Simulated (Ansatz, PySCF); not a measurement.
Dissociation curve of Al₂, triplet.

Levels of theory: UHF/6-31G* = unrestricted Hartree-Fock/6-31G*, spherical d (PySCF); UMP2/3-21G = unrestricted MP2 (frozen core)/3-21G run with PySCF; UKS-B3LYP/6-31G* = unrestricted B3LYP/6-31G*, spherical d in PySCF; FCI = full CI/aug-cc-pVDZ, frozen core run with Ansatz (an electronic-structure program).

Energies relative to the lowest point of each curve near equilibrium, in mEh; the last columns give the difference from FCI:

```tsv
R / Å	UHF/6-31G*	UMP2/3-21G	UKS-B3LYP/6-31G*	FCI	UHF/6-31G* − FCI	UMP2/3-21G − FCI	UKS-B3LYP/6-31G* − FCI
2.63	1.2	2.3	1.2	1.4	-0.2	0.8	-0.3
2.73	0.0	0.4	0.0	0.0	0.0	0.4	0.0
2.81	0.2	0.0	0.1	0.0	0.2	0.0	0.1
2.87	0.8	0.2	0.6	0.5	0.3	-0.3	0.1
3.07	5.1	2.7	4.1	4.2	1.0	-1.4	-0.1
3.15	7.4	4.3	6.0	6.2	1.3	-1.8	-0.2
3.36	12.8	11.9	11.6	12.0	0.7	-0.1	-0.4
3.65	17.8	19.3	19.7	20.1	-2.2	-0.7	-0.3
4.17	22.5	26.4	32.9	31.4	-8.9	-5.0	1.4
4.51	24.0	29.1	39.6	36.3	-12.3	-7.2	3.3
4.90	25.1	31.2	43.8	40.0	-14.9	-8.9	3.7
5.43	26.1	32.9	46.4	42.9	-16.9	-10.0	3.5
6.04	26.6	34.0	47.7	44.5	-17.9	-10.5	3.1
6.74	26.9	34.6	48.2	45.3	-18.4	-10.7	2.9
7.45	27.0	34.9	48.4	—	—	—	—
8.36	27.1	35.0	48.5	—	—	—	—
```

UHF/6-31G* is furthest from FCI at 6.74 (-18.4 mEh, below); its mean absolute difference over the points is 6.8 mEh.

UMP2/3-21G is furthest from FCI at 6.74 (-10.7 mEh, below); its mean absolute difference over the points is 4.1 mEh.

UKS-B3LYP/6-31G* is furthest from FCI at 4.90 (3.7 mEh, above); its mean absolute difference over the points is 1.4 mEh.

A dash means that the run gave no value there, or that the column was ended at a point which the program doubted or which failed a test of continuity chosen for this set; such a test can also cut sound points.

The scan ran from 2.15 to 8.36 Å; beyond the distances shown full CI changes its symmetry label.
